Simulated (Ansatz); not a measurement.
Ge5Se (the lowest singlet isomer of a short search), 6 atoms. Hardware: 4 threads of Arm Neoverse V2 on a shared host.

The 6-31G sets use Cartesian d functions. Correlated methods freeze 54 core orbitals; core or outer-core shells of Ge, Se are correlated, in sets that lack core-valence functions.

Problem. How many basis functions does each of these Ansatz runs have, and roughly what does it cost? PBE-D4/def2-SVP, charge 0 triplet at the geometry of the charge 0 singlet, energy, from earlier orbitals; PBE0-D4/def2-TZVPD, charge 0 singlet, energy, from earlier orbitals; r2SCAN-D4/def2-TZVP, charge 0 singlet, energy and forces, from earlier orbitals; HF/6-31G, charge 0 singlet, energy; r2SCAN0-D4/def2-TZVP, charge 0 singlet, energy, from earlier orbitals; PBE-D4/def2-TZVP, charge 0 singlet, energy, from earlier orbitals; PBE-D4/def2-TZVPD, charge 0 singlet, energy, from earlier orbitals; PBE0-D4/def2-SVP, charge 0 singlet, energy, from earlier orbitals; r2SCAN-D4/def2-SVP, charge 0 singlet, relaxation, 7 steps; RPA@PBE/def2-TZVP, charge 0 singlet, energy, from earlier orbitals; PBE-D4/def2-SVP, charge -1 doublet at the geometry of the charge 0 singlet, energy, from earlier orbitals; MP2/def2-TZVP, charge 0 singlet, energy, from earlier orbitals.

Solution. Other jobs shared the machine, so times can vary by a factor of up to 3. A dash marks memory too small to be measured apart from the calling script's.

| run | functions | fitting or Cholesky vectors | wall time | peak host memory (GiB) |
| --- | --- | --- | --- | --- |
| HF/6-31G, charge 0 singlet, energy | 174 | 1512 | 4.4 s | 0.74 |
| PBE-D4/def2-TZVP, charge 0 singlet, energy, from earlier orbitals | 288 | 2177 | 6 s | 0.71 |
| PBE0-D4/def2-SVP, charge 0 singlet, energy, from earlier orbitals | 192 | 1887 | 8 s | 0.79 |
| PBE-D4/def2-SVP, charge 0 triplet at the geometry of the charge 0 singlet, energy, from earlier orbitals | 192 | 2101 | 8.5 s | – |
| PBE-D4/def2-SVP, charge -1 doublet at the geometry of the charge 0 singlet, energy, from earlier orbitals | 192 | 2101 | 8.5 s | – |
| PBE-D4/def2-TZVPD, charge 0 singlet, energy, from earlier orbitals | 327 | 2288 | 9 s | 1 |
| RPA@PBE/def2-TZVP, charge 0 singlet, energy, from earlier orbitals | 288 | 1964 | 14 s | 1 |
| r2SCAN-D4/def2-TZVP, charge 0 singlet, energy and forces, from earlier orbitals | 288 | 2177 | 16 s | 0.75 |
| MP2/def2-TZVP, charge 0 singlet, energy, from earlier orbitals | 288 | 1964 | 20 s | 1.4 |
| PBE0-D4/def2-TZVPD, charge 0 singlet, energy, from earlier orbitals | 327 | 2096 | 21 s | 1.7 |
| r2SCAN0-D4/def2-TZVP, charge 0 singlet, energy, from earlier orbitals | 288 | 2417 | 26 s | 1.9 |
| r2SCAN-D4/def2-SVP, charge 0 singlet, relaxation, 7 steps | 192 | 2101 | 38 s | – |
